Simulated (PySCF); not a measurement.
A geometry optimisation on `C[C@@H]1CCCC[Se]C1`.

Method: PBE0-D3(BJ)/def2-SVP geometry optimisation, gas phase (PySCF 2.14.0). Start geometry: GFN2-xTB. A driver script takes a list of jobs; this job's settings line and coordinates (Å) are shown.

Command:
```bash
OMP_NUM_THREADS=1 python probes_run.py task.json out
```

Input:
```
{"job": {"xc": "PBE0", "basis": "def2-SVP", "d3": "d3bj", "grid": 1, "shake": 0.01, "kind": "geom"}, "charge": 0, "multiplicity": 1}
C     -2.572750     0.164810    -0.394990
C     -1.343160    -0.244380     0.353020
C     -0.431770     0.967610     0.512380
C      1.009790     0.672730     1.099660
C      2.081320     0.629180     0.035840
C      2.092490    -0.597790    -0.835310
Se     0.470450    -0.901780    -1.888780
C     -0.658980    -1.405420    -0.369350
H     -3.053160     1.061040     0.093660
H     -2.334050     0.449970    -1.413800
H     -3.332850    -0.618030    -0.417350
H     -1.622420    -0.597710     1.358010
H     -0.321100     1.452770    -0.466800
H     -0.941420     1.692030     1.169740
H      1.229560     1.444640     1.818190
H      0.961670    -0.257290     1.662890
H      3.055550     0.692550     0.550660
H      1.992320     1.531370    -0.576480
H      2.899880    -0.543980    -1.564580
H      2.214510    -1.500330    -0.232360
H     -0.036850    -1.978300     0.290280
H     -1.424120    -2.109300    -0.771040
```

Output:
```
step   0  E = -2675.64262876  max force = 0.035460
step   1  E = -2675.64787561  max force = 0.003548
step   2  E = -2675.64798015  max force = 0.000658
step   3  E = -2675.64800153  max force = 0.000429
step   4  E = -2675.64802034  max force = 0.000723
step   5  E = -2675.64803655  max force = 0.000624
step   6  E = -2675.64804361  max force = 0.000291
optimisation converged
```

Energies in Eh; «max force» is the largest Cartesian gradient component in Eh/bohr.

Question: How much energy does the optimisation release, in eV?

Answer: E(step 0) − E(last step) = 0.005415 Eh, which is 0.147 eV.

Question: Give the first gradient maximum in eV/Å.

Answer: With 1 Eh/bohr = 51.422 eV/Å, 1.823 eV/Å.

In short: final energy -2675.64804 Eh after 6 steps; dipole 1.66 D.

Question: Where do the atoms end?

Answer: 0.077 Å rms from the input after alignment:
```
atom  x, y, z in Å
C1    -2.4541    0.3441   -0.3793
C2    -1.2213   -0.1192    0.3865
C3    -0.3006    1.0751    0.6628
C4     1.1148    0.7783    1.1711
C5     2.1954    0.7155    0.0890
C6     2.1949   -0.5006   -0.8210
Se7    0.5684   -0.8095   -1.8597
C8    -0.5374   -1.2873   -0.3213
H9    -2.9453    1.1898    0.1263
H10   -2.1685    0.6793   -1.3905
H11   -3.1946   -0.4638   -0.4850
H12   -1.5541   -0.5208    1.3633
H13   -0.2218    1.6717   -0.2628
H14   -0.8214    1.7227    1.3875
H15    1.4071    1.5801    1.8678
H16    1.1263   -0.1478    1.7738
H17    3.1853    0.7523    0.5792
H18    2.1276    1.6279   -0.5281
H19    2.9968   -0.4182   -1.5705
H20    2.3814   -1.4251   -0.2506
H21    0.1262   -1.8418    0.3586
H22   -1.2860   -2.0054   -0.6890
```

Question: Estimate the wall time. Hardware: AMD EPYC, one thread, no GPU, shared host with 64 logical CPUs at a one-minute load of 59. And the peak memory of the process?

Answer: About 5.8 min, with 0.89 GiB resident at the peak, the Python interpreter and its libraries included.
Labels such as C1 count atoms from 1, the log's own numbers from 0.
